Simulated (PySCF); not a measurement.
Working out the excitation energy of Al

Al [Ne] 3s2 3p1 (2P) → Al [Ne] 3s2 3d1 (2D). Calculation: PySCF 2.14, in aug-cc-pwCVDZ (6s5p3d, 36 functions); the non-relativistic Hamiltonian (point nucleus). Frozen: nothing. Energies in hartree (1 hartree = 27.21139 eV):

```tsv
part	Al (lower)	Al (upper)
UHF	-241.874277	-241.692451
MP2 opposite-spin	-0.120801	-0.122344
MP2 same-spin	-0.041315	-0.040800
```

Task: What does Hartree-Fock give?

Result: (-241.692451) − (-241.874277) = 0.181826 hartree = 4.948 eV.

Task: What do MP2 and SCS-MP2 (6/5 opposite-spin, 1/3 same-spin) give?

Result: The opposite-spin parts differ by -0.042 eV and the same-spin parts by 0.014 eV. MP2: 4.948 + (-0.042) + (0.014) = 4.920 eV. SCS-MP2: 4.948 + 1.2 × (-0.042) + (0.014)/3 = 4.902 eV.

Measured between the centres of the two terms (NIST): 4.012 eV, so MP2 (all electrons) is off by 0.908 eV.

A double-zeta basis recovers only part of the correlation energy.

What remains against the reference includes basis incompleteness and correlation beyond second order.
